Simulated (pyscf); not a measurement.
Optimised with ωB97X-D3(BJ)/def2-SVP in PySCF. Correlated levels are frozen-core, on RHF or UHF. ΔMP2 is the change of the MP2 total energy from the triple- to the quadruple-zeta basis.

Q: What is the homolytic dissociation enthalpy (298 K, CCSD(T)/def2-TZVPP + ΔMP2(QZVPP)) of the In–Si bond of `[PH2][SiH2][InH2]`, to •H₂Si–PH₂ + InH₂•?

A: In–Si to •H₂Si–PH₂ + InH₂•: 61.7 kcal/mol. The radicals are drawn with the spin at the cut bond; how far it spreads was not checked. •H₂Si–PH₂ lies 7.2 kcal/mol over its isomer H₃Si–PH•, and others may lie lower still (electronic energy, ωB97M-D3(BJ)). The CCSD(T) − MP2 part came from Ansatz, without density fitting, on the same reference. The frozen core leaves the outer d or s,p core shells of the metals and heavy elements correlated in the MP2 and CC values, and def2-TZVPP describes them poorly, which can shift differences by a few kcal/mol. Elements past Kr carry the def2 core potentials, without spin-orbit coupling.
